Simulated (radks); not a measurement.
Species: Kr2+. Configuration: [Ar] 3d10 4s2 4p4 (the NIST ground configuration).

Calculated with a radial shooting solver on a logarithmic mesh with Libxc functionals: Dirac Kohn-Sham, PBE, spin-unpolarised, spherical densities, finite nucleus; open shells fill j = l - 1/2 first; Fermi nuclear charge, rms radius 4.1884 fm.

Energy parts (hartree):
part                       energy
total                 -2789.02463
kinetic                2864.20221
electron-nucleus      -6708.29741
Hartree                1150.89147
exchange-correlation    -95.82090

Orbitals (lengths in bohr, moments of r in powers of bohr; <r^-3> diverges for s and p1/2):
orbital  occ.  eigenvalue (hartree)     <r^2>  <r^-3>
1s1/2       2             -521.0682  0.002318       -
2s1/2       2             -69.42160   0.03965       -
2p1/2       2             -62.82701   0.03039       -
2p3/2       4             -60.84860   0.03182    1428
3s1/2       2             -10.62755    0.3230       -
3p1/2       2              -8.29842    0.3328       -
3p3/2       4              -8.00726    0.3458   212.2
3d3/2       4              -3.94851    0.3758   27.65
3d5/2       6              -3.90053    0.3810   26.69
4s1/2       2              -1.69033     2.561       -
4p1/2       2              -1.15603     3.387       -
4p3/2       2              -1.12658     3.508   21.57

The highest occupied level is 4p3/2 at -30.656 eV. The electron density at the nucleus is 4.942e+04 e/bohr^3.
